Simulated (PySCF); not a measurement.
Vinyldifluoroborane, C2H3BF2.
SMILES: `C=CB(F)F`

Torsions of this conformer, `[CH2:1]=[CH:2][B:3]([F:4])[F:5]`: C1–C2–B3–F4 0°.

The closed-shell ground state was solved at several levels (PySCF, density fitting, gas phase, non-relativistic). Isolated species at its GFN2-xTB geometry, gas phase.

```json
{"level": "CAM-B3LYP/def2-SVPD", "basis functions": "130", "total energy (Eh)": "-302.3429", "HOMO (eV)": "-10.06", "LUMO (eV)": "-0.46", "gap (eV)": "9.60", "dipole (D)": "2.23"}
{"level": "B3LYP/pcJ-1", "basis functions": "165", "total energy (Eh)": "-302.6772", "HOMO (eV)": "-8.42", "LUMO (eV)": "-1.74", "gap (eV)": "6.68", "dipole (D)": "2.17"}
{"level": "PBE0/pcSseg-1", "basis functions": "100", "total energy (Eh)": "-302.3130", "HOMO (eV)": "-8.69", "LUMO (eV)": "-1.53", "gap (eV)": "7.16", "dipole (D)": "2.17"}
```

Task: What might PBE0/def2-SVPD (130 basis functions) give for the same quantities?

Result: Total energy -302.1245 Eh, HOMO -8.73 eV, LUMO -1.61 eV, gap 7.12 eV, dipole 2.22 D.

Task: Over all these levels, which gives the widest orbital gap and which the narrowest?

Result: CAM-B3LYP/def2-SVPD (range-separated hybrid) has the widest, 9.60 eV, and B3LYP/pcJ-1 (global hybrid, 20 % exact exchange) the narrowest, 6.68 eV. Functional and basis both differ between the two, so the spread mixes both effects.

Task: How far do the dipole and the HOMO energy spread over the levels?

Result: The dipole runs from 2.17 to 2.23 D (mean 2.20 D) and the HOMO from -10.06 to -8.42 eV.
